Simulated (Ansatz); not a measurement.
Computed with Ansatz on PBE0-D4/def2-TZVP structures; ΔE is electronic, products minus reactants. CBS: MP2 limit from def2 TZ/QZ plus the TZ coupled-cluster correction, frozen cores. This one scheme is used for every species, atoms too. Functionals use def2-TZVPP. HSE06 is defined as in plane-wave codes. No spin–orbit coupling; open shells (•) take unrestricted orbitals. Spin–orbit coupling would lower the free atoms: a little for S, Si. Each species was taken in one conformer, which may not be the lowest.

Reaction (atomization): `N[SiH]1[SiH2]S1` → 5 H• + N• + S• + 2 Si•

Task: What is ΔE at CCSD(T)/CBS? (Best estimate.)

Result: The calculation gave: +690.6 kcal/mol.

Task: What do these levels give: PBE-D4, r2SCAN-D4, B97M-V, r2SCANh-D4, r2SCAN0-D4, revPBE, r2SCAN, PBE0, HSE06, SCS-MP2/def2-TZVPP, MP2/def2-QZVPP, HF/CBS(def2)? (Best estimate.)

Result: Ansatz gave: PBE-D4 696.5, r2SCAN-D4 691.2, B97M-V 698.5, r2SCANh-D4 687.1, r2SCAN0-D4 681.3, revPBE 667.0, r2SCAN 689.9, PBE0 682.4, HSE06 683.1, SCS-MP2/def2-TZVPP 673.9, MP2/def2-QZVPP 686.8, HF/CBS(def2) 483.7 kcal/mol.

Largest T1 diagnostic among the species: 0.013.

Leaving LDA and LC-ωPBE aside and taking each functional with its dispersion term where it has one, the values, not all of them listed here, spread over 27.1 kcal/mol, from BHLYP-D4 to B97M-V. LDA lies +92.2 kcal/mol from PBE without D4, its usual overbinding. From BLYP to BHLYP (50 % exact exchange), in def2-TZVPP and without D4, ΔE moves by −8.1 kcal/mol: exact exchange takes away binding that semilocal exchange gives to molecules. The D4 term adds +9.2 kcal/mol with B3LYP and +4.8 kcal/mol with PBE0; it sums over pairs of atoms, weighted by their polarisabilities, and B3LYP, whose exchange is more repulsive, gets the larger term.

B3LYP here is the variant with VWN-RPA as its local correlation; programs differ in this.

For atomizations the MP2-based limit and the directly extrapolated one differ by several kJ/mol either way, and by 10 to 25 for some Ge, Se and Sn compounds, so smaller differences from it don't rank the levels.
